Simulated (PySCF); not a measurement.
The vertical singlet excitations below were computed for one of the candidates. Method: TDDFT B3LYP/def2-SVPD, vertical, gas phase, core orbitals frozen in the response in PySCF 2.14.0, density-fitted response routines. Geometries: GFN2-xTB, one conformer each.

| state | λ (nm) | f |
| --- | --- | --- |
| S1 | 235.4 | 0.0040 |
| S2 | 226.1 | 0.017 |
| S3 | 213.5 | 0.0001 |
| S4 | 197.6 | 0.024 |
| S5 | 192.0 | 0.0065 |
| S6 | 189.1 | 0.0049 |
| S7 | 188.0 | 0.0045 |
| S8 | 187.2 | 0.029 |

Question: Which candidate is it?
A. `CC[C@H]([SiH3])S[SiH3]`
B. `CC(C)N1[SiH2]N[SiH2]1`
C. `C=CCN[SiH2][SiH2]N`

Answer: A. Its S1, at 5.27 eV, is the highest among the candidates; the nearest of the others has S1 at 4.89 eV. S1 is HOMO→LUMO (89%). Löwdin shares by element: HOMO sulfur 63%, silicon 14%, carbon 10% or more; LUMO silicon 32%, sulfur 23%, hydrogen 8% or more (atoms not listed hold the other 38%). At the same level the other candidates give, for their lowest levels:
- `CC(C)N1[SiH2]N[SiH2]1`: 271 nm (f 0.007); 236 nm (f 0.002); 216 nm (f 0.001); 208 nm (f 0.002); 196 nm (f 0.001); T1 4.42 eV; HOMO -6.24, LUMO -0.63 eV
- `C=CCN[SiH2][SiH2]N`: 253 nm (f 0.003); 233 nm (f 0.004); 221 nm (f 0.062); 206 nm (f 0.007); 200 nm (f 0.004); T1 4.47 eV; HOMO -6.52, LUMO -0.72 eV

Conformer computed: `[CH3:1][CH2:2][C@H:3]([SiH3:4])[S:5][SiH3:6]`: C1–C2–C3–Si4 -173°, C2–C3–S5–Si6 58°.
Triplets come from the Tamm–Dancoff approximation.
